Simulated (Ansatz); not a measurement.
Basis-set extrapolation for C₂H₇FSi₂, SMILES `F[SiH2]/C=C/[SiH3]` (PBE0-D4/def2-TZVP geometry, frozen core, Ansatz 0.2.0). Multiplicity 1, RHF reference.

|  | def2-TZVPP | def2-QZVPP |
| --- | --- | --- |
| HF | -757.259576 | -757.286262 |
| MP2 correlation | -0.817706 | -0.881276 |
| CCSD(T) correlation | -0.903193 | not run |

Energies in hartree. Use E(X) = E(∞) + A·exp(−7.88·√X) for Hartree–Fock and E(X) = E(∞) + B·X^(−2.97) for correlation, with X = 3 and 4, and add CCSD(T) minus MP2 of the smaller set to the MP2 limit.

**Question.** What is the CCSD(T) energy at the basis-set limit?

**Answer.** HF limit: -757.286262 + (-0.026686) × 0.13774 = -757.28994. MP2 limit: -0.881276 + (-0.063570) × 0.74074 = -0.92836. Higher-order term: -0.903193 − (-0.817706) = -0.08549. Total: -758.30379 hartree, 88.5 kcal/mol below CCSD(T)/def2-TZVPP.
